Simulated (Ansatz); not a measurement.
Geometry optimisation, RKS LDA/def2-SVP in Ansatz 0.2.0.

The input (input.yaml):

```yaml
crystal:
  periodic: [false, false, false]
  atoms:
    - { symbol: C, position_ang: [-0.071, -1.7826, 0.1884] }
    - { symbol: C, position_ang: [0.4836, -0.5678, -0.5846] }
    - { symbol: O, position_ang: [-0.60627, 0.31973, -0.68462] }
    - { symbol: C, position_ang: [0.95689, -0.82395, -2.03261] }
    - { symbol: F, position_ang: [1.25034, 0.36175, -2.57511] }
    - { symbol: Si, position_ang: [2.5759, -1.86534, -2.14861] }
    - { symbol: H, position_ang: [0.0783, -2.6705, -0.3648] }
    - { symbol: H, position_ang: [-1.1583, -1.6054, 0.3154] }
    - { symbol: H, position_ang: [0.3614, -1.8399, 1.1979] }
    - { symbol: H, position_ang: [1.23366, -0.05687, -0.01368] }
    - { symbol: H, position_ang: [-0.35353, 1.02309, -1.30793] }
    - { symbol: H, position_ang: [0.19304, -1.33179, -2.61692] }
    - { symbol: H, position_ang: [2.40859, -3.2499, -1.5972] }
    - { symbol: H, position_ang: [3.68723, -1.27933, -1.35869] }
    - { symbol: H, position_ang: [2.9972, -2.0149, -3.54031] }
basis:
  gaussian: { orbitals: def2-SVP }
hamiltonian:
  xc: lda
relax:
  f_tol: 0.015
  max_steps: 40
```

Launched with:

```bash
$ ansatz run input.yaml --threads 2 --pin off --max-ram 3072MiB --backend cpu --events-out ev --progress --plain --runs-dir out
```

Question: Where does it end, and by what steps?

Answer: The run converged. The force dipped under the threshold on the way, but the program's further checks kept it going. After 16 steps the energy has fallen by 0.493 eV; H7 moved furthest, 0.98 Å.

```csv
step,energy less start (eV),largest force component (eV/Å),accepted
0,0.0000,2.314,yes
1,-0.3207,1.014,yes
2,-0.3605,0.316,yes
3,-0.3665,0.090,yes
4,-0.3720,0.162,yes
5,-0.3787,0.557,yes
6,-0.4031,0.412,yes
7,-0.4529,0.161,yes
8,-0.4796,0.190,yes
9,-0.4714,0.368,no
10,-0.4879,0.065,yes
11,-0.4896,0.106,yes
12,-0.4923,0.063,yes
13,-0.4929,0.022,yes
14,-0.4929,0.044,no
15,-0.4931,0.006,yes
16,-0.4932,0.008,yes
```

```xyz
15
Properties=species:S:1:pos:R:3
C 0.006 -1.758 0.164
C 0.508 -0.537 -0.554
O -0.507 0.420 -0.581
C 0.920 -0.837 -1.977
F 1.190 0.395 -2.577
Si 2.462 -1.924 -2.184
H 0.799 -2.527 0.279
H -0.851 -2.201 -0.389
H -0.354 -1.472 1.174
H 1.419 -0.143 -0.021
H -0.211 1.093 -1.230
H 0.040 -1.283 -2.505
H 2.176 -3.334 -1.737
H 3.576 -1.348 -1.352
H 2.863 -1.929 -3.633
```

Run time: 39 s on 2 threads of Intel(R) Xeon(R) Platinum 8259CL CPU @ 2.50GHz (Skylake/Cascade Lake), with other jobs on the host, peak memory 0.19 GiB.
